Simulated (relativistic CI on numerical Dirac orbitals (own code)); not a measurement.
## d4 in a ligand field

Computed with a parametric ligand-field model of a d^n configuration (Racah B and C, spin-orbit zeta, crystal field), exact diagonalisation.

Field parameters in Wybourne normalisation: Oh B⁴₀ = 21Dq, B⁴₄ = √(5/14) B⁴₀; Td as Oh with Dq negative (B⁴₀ = 21Dq, B⁴₄ = √(5/14) B⁴₀). The field is a parameter set, without covalency.

Problem. Lowest levels for B = 400, C = 1450, ζ = 1250 cm⁻¹, Oh, 10Dq = 26050 cm⁻¹?

Solution. A1 0 (S 0.99), T1 1035 (S 1.01), T2 2108 (S 0.97), E 2148 (S 0.98), T2 6598 (S 0.12), E 7017 (S 0.09), A1 13154 (S 0.09), A2 18447 (S 1.99), T2 18462 (S 1.99) cm⁻¹, with S from ⟨S²⟩ = S(S + 1). The ground level has 0.03 electrons in the cubic e pair.

Problem. Lowest levels for B = 780, C = 3170, ζ = 520 cm⁻¹, Td, 10Dq = -9800 cm⁻¹?

Solution. A1 0 (S 1.99), T1 56 (S 1.99), T2 104 (S 2.00), E 471 (S 2.00), T1 497 (S 2.00), T2 758 (S 2.00), A1 6628 (S 0.47), T1 8445 (S 1.01), E 8737 (S 1.00) cm⁻¹, with S from ⟨S²⟩ = S(S + 1). The ground level has 2.01 electrons in the cubic e pair.

Problem. Lowest levels for B = 420, C = 1810, ζ = 950 cm⁻¹, Oh, 10Dq = 24700 cm⁻¹?

Solution. A1 0 (S 1.00), T1 695 (S 1.01), T2 1568 (S 0.99), E 1580 (S 1.00), T2 6750 (S 0.06), E 7231 (S 0.04), A1 14054 (S 0.08), A2 14767 (S 2.00), T2 14782 (S 1.99) cm⁻¹, with S from ⟨S²⟩ = S(S + 1). The ground level has 0.03 electrons in the cubic e pair.

Problem. Lowest levels for B = 560, C = 2280, ζ = 180 cm⁻¹, Td, 10Dq = -8250 cm⁻¹?

Solution. A1 0 (S 2.00), T1 10 (S 2.00), T2 18 (S 2.00), E 150 (S 2.00), T1 154 (S 2.00), T2 245 (S 2.00), A1 2792 (S 0.07), T1 4835 (S 1.00), A1 4840 (S 0.98) cm⁻¹, with S from ⟨S²⟩ = S(S + 1). The ground level has 2.00 electrons in the cubic e pair.

Problem. Lowest levels for B = 670, C = 2750, ζ = 200 cm⁻¹, Oh, 10Dq = 13450 cm⁻¹?

Solution. A1 0 (S 1.99), T1 9 (S 1.99), E 18 (S 2.00), T2 25 (S 2.00), A2 32 (S 2.00), A1 2929 (S 1.01), T1 3019 (S 1.01), T2 3175 (S 1.00), E 3184 (S 1.00) cm⁻¹, with S from ⟨S²⟩ = S(S + 1). The ground level has 0.99 electrons in the cubic e pair.
